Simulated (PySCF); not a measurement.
## Orbital picture of GeH

PBE0 at R = 1.603 Å; PySCF, scalar-relativistic core potentials, basis sets Ge cc-pVTZ-PP with ECP10, H cc-pVTZ. State: ²Π (doublet), unpaired electrons π ↑. Only the outer orbitals are listed, counted within each symmetry, core potentials removing the inner ones.

| spin | orbital | occ. | ε (eV) | on Ge (%) | main shells (%) |
| --- | --- | --- | --- | --- | --- |
| α | 1δ | 1 | -33.69 | 100 | 100 Ge d |
| α | 1δ | 1 | -33.65 | 100 | 100 Ge d |
| α | 2π | 1 | -33.55 | 100 | 100 Ge d |
| α | 3σ | 1 | -33.36 | 100 | 100 Ge d |
| α | 2π | 1 | -33.33 | 100 | 100 Ge d |
| α | 4σ | 1 | -14.25 | 84 | 82 Ge s, 15 H s |
| α | 5σ | 1 | -7.78 | 64 | 47 Ge p, 36 H s, 14 Ge s |
| α | 3π | 1 | -5.28 | 99 | 99 Ge p |
| α | 3π | 0 | -3.16 | 99 | 99 Ge p |
| α | 6σ | 0 | 1.22 | 58 | 56 Ge p, 44 H s |
| β | 1δ | 1 | -33.66 | 100 | 100 Ge d |
| β | 2π | 1 | -33.54 | 100 | 100 Ge d |
| β | 1δ | 1 | -33.54 | 100 | 100 Ge d |
| β | 3σ | 1 | -33.26 | 100 | 100 Ge d |
| β | 2π | 1 | -33.23 | 100 | 100 Ge d |
| β | 4σ | 1 | -13.43 | 80 | 77 Ge s, 20 H s |
| β | 5σ | 1 | -7.51 | 64 | 44 Ge p, 36 H s, 19 Ge s |
| β | 3π | 0 | -2.80 | 99 | 99 Ge p |
| β | 3π | 0 | -1.91 | 99 | 99 Ge p |
| β | 6σ | 0 | 1.46 | 60 | 56 Ge p, 42 H s |

Task: Which are the highest filled and the lowest empty level, where do they sit, and how wide is the gap?

Result: Highest filled α 3π at -5.28 eV (in %: 99 Ge p); lowest empty α 3π at -3.16 eV (in %: 99 Ge p); the gap at PBE0 is 2.12 eV. Both belong to one degenerate shell, split only by its one-sided filling, so this is no excitation gap.

```
bond order (Mayer)                              : 0.96
⟨S²⟩                                            : 0.754
charge on Ge (Mulliken, basis-dependent)        : 0.10
charge on Ge (Löwdin, basis-dependent)          : 0.21
dipole moment (positive dipole means Ge(−)H(+)) : -0.20 D
polarisability along the bond                   : 39.5 bohr³
polarisability across the bond                  : 30.4 bohr³
```

Spin–orbit coupling is left out. The state is the lowest determinant that a PBE0 search found; another state may lie lower at other levels.
